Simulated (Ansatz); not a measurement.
Input file:

```yaml
crystal:
  periodic: [false, false, false]
  atoms:
    - { symbol: B, position_ang: [-1.4046, 0.4155, -0.4194] }
    - { symbol: As, position_ang: [-0.3408, -0.609, 0.9104] }
    - { symbol: B, position_ang: [0.8251, -1.4134, -0.5499] }
    - { symbol: "N", position_ang: [0.9428, 0.8479, 1.2322] }
    - { symbol: H, position_ang: [-1.7274, -0.0241, -1.4935] }
    - { symbol: H, position_ang: [-2.0561, 1.4207, -0.0593] }
    - { symbol: H, position_ang: [1.9471, -1.8334, -0.2338] }
    - { symbol: H, position_ang: [0.43, -1.7119, -1.5816] }
    - { symbol: H, position_ang: [1.2792, 0.65437, 2.27185] }
    - { symbol: H, position_ang: [1.73287, 0.68406, 0.63641] }
basis:
  gaussian: { orbitals: def2-mTZVP }
hamiltonian:
  xc: pbe0
relax:
  f_tol: 0.015
  max_steps: 40
```

Command:

```bash
$ ansatz run input.yaml --threads 2 --pin off --max-ram 3072MiB --backend cpu --events-out ev --progress --plain --runs-dir out
```

Hardware: 2 threads of Arm Neoverse V1 (shared host).

Problem. Roughly how long does this run take, and how much memory?

Solution. 44 s, with a peak of 0.25 GiB, for 13 ionic steps.
